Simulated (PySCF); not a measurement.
C6H7, SMILES C1CC=[C]C=C1 (connectivity only; charge and spin as stated), charge +1, multiplicity 1.

Coordinates come from a PBE-D3(BJ)/def2-SVP optimisation. The multiplicity is an assumed one; no other spin state was optimised. The isomer is the one that the SMILES or the coordinates give; other isomers of the formula were not compared. Other conformers were not sampled.

These are PBE-D3(BJ)/def2-SVP in PySCF values and carry that method's errors.

No scaling factor is applied to the harmonic values.

**Question.** Give all harmonic wavenumbers and intensities. (Estimate from the structure and the level; the computed values follow.)

**Answer.** 
| mode | ν (cm⁻¹) | IR (km/mol) | moving atoms (share of kinetic energy) |
|---|---|---|---|
| 1 | 182 | 3.1 | H 54 %, C 46 % |
| 2 | 226 | 23.9 | C 56 %, H 44 % |
| 3 | 284 | 15.2 | C 79 %, H 21 % |
| 4 | 512 | 5.9 | C 62 %, H 38 % |
| 5 | 546 | 17.5 | C 68 %, H 32 % |
| 6 | 611 | 30.9 | C 70 %, H 30 % |
| 7 | 704 | 60.2 | H 60 %, C 40 % |
| 8 | 763 | 26.4 | H 60 %, C 40 % |
| 9 | 813 | 1.4 | C 68 %, H 32 % |
| 10 | 828 | 4.3 | C 68 %, H 32 % |
| 11 | 881 | 16.9 | H 65 %, C 35 % |
| 12 | 894 | 14.4 | C 60 %, H 40 % |
| 13 | 961 | 21.5 | H 56 %, C 44 % |
| 14 | 985 | 4.3 | C 57 %, H 43 % |
| 15 | 1016 | 10.5 | H 68 %, C 32 % |
| 16 | 1092 | 12.0 | H 78 %, C 22 % |
| 17 | 1119 | 2.2 | H 88 %, C 12 % |
| 18 | 1134 | 18.0 | H 61 %, C 39 % |
| 19 | 1178 | 2.3 | H 80 %, C 20 % |
| 20 | 1233 | 4.9 | H 78 %, C 22 % |
| 21 | 1286 | 20.1 | H 60 %, C 40 % |
| 22 | 1336 | 25.4 | C 52 %, H 48 % |
| 23 | 1357 | 24.5 | H 90 %, C 10 % |
| 24 | 1382 | 15.7 | H 91 %, C 9 % |
| 25 | 1459 | 59.6 | C 88 %, H 12 % |
| 26 | 1797 | 56.7 | C 96 % |
| 27 | 2919 | 9.0 | H 93 % |
| 28 | 3007 | 0.2 | H 94 % |
| 29 | 3051 | 5.3 | H 92 %, C 8 % |
| 30 | 3071 | 5.2 | H 90 %, C 10 % |
| 31 | 3092 | 25.4 | H 92 %, C 8 % |
| 32 | 3139 | 111.5 | H 91 %, C 9 % |
| 33 | 3148 | 29.0 | H 91 %, C 9 % |
